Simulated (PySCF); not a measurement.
Molecule: `CC#[N+][C@@H](C)OC`, [C₅H₁₀NO]+.

Geometry (Å), atoms numbered from 1 in this order:
```xyz
17

C     3.0018   -0.0838    0.6537
C     1.6249    0.1591    0.6087
N     0.4961    0.3904    0.6189
C    -0.9162    0.4728    0.3037
C    -1.1097    1.6688   -0.6204
O    -1.2895   -0.6874   -0.3149
C    -1.6709   -1.7702    0.5229
H     3.2848   -0.5099    1.6197
H     3.5504    0.8498    0.5027
H     3.2753   -0.7848   -0.1405
H    -1.4101    0.6293    1.2768
H    -2.1743    1.7860   -0.8036
H    -0.7256    2.5782   -0.1681
H    -0.6165    1.4853   -1.5709
H    -2.0411   -2.5403   -0.1488
H    -0.8206   -2.1606    1.0892
H    -2.4656   -1.4708    1.2104
```

Total charge +1.

Frames of a GFN2-xTB Langevin trajectory at 200 K; GIAO PBE0/pcSseg-1 shieldings in PySCF 2.14, gas phase, non-relativistic; equivalent atoms averaged within each frame.

δ = σ(ref) − σ, references computed at the same level: ¹³C (σref 186.93), ¹H (σref 31.72) against TMS; ¹⁵N (σref 267.73) against NH3; H2O for ¹⁷O (σref 336.08). The references are static minima.

Question: How do the shifts (ppm) fluctuate along the trajectory?

Answer: 
| time (fs) | C2 | C4 | C7 | C5 | C1 | N3 | O6 | H11 | H15/H16/H17 | H8/H9/H10 |
| --- | --- | --- | --- | --- | --- | --- | --- | --- | --- | --- |
| 250 | 120.0 | 95.2 | 62.1 | 25.8 | -3.2 | 190.3 | 62.4 | 5.35 | 4.30 | 3.08 |
| 425 | 135.4 | 89.0 | 60.0 | 30.3 | 2.1 | 201.9 | 95.6 | 5.42 | 3.76 | 3.85 |
| 625 | 131.9 | 89.0 | 64.0 | 31.0 | -1.3 | 201.0 | 73.8 | 5.51 | 4.11 | 2.92 |
| 800 | 127.9 | 98.4 | 66.2 | 27.1 | 1.3 | 201.0 | 85.3 | 5.23 | 4.25 | 2.77 |
| 1000 | 123.4 | 83.8 | 67.4 | 26.5 | -0.3 | 193.1 | 76.8 | 5.37 | 4.30 | 3.87 |
| mean of frames | 127.7 | 91.1 | 63.9 | 28.1 | -0.3 | 197.5 | 78.8 | 5.37 | 4.14 | 3.30 |
| standard deviation | 6.2 | 5.8 | 3.0 | 2.4 | 2.1 | 5.4 | 12.5 | 0.10 | 0.23 | 0.52 |

5 frames give an uncertainty of the mean of about the standard deviation over 2.2 at best, since frames this close in time may not be independent; classical motion lacks zero-point vibration, and the reference would need the same averaging.
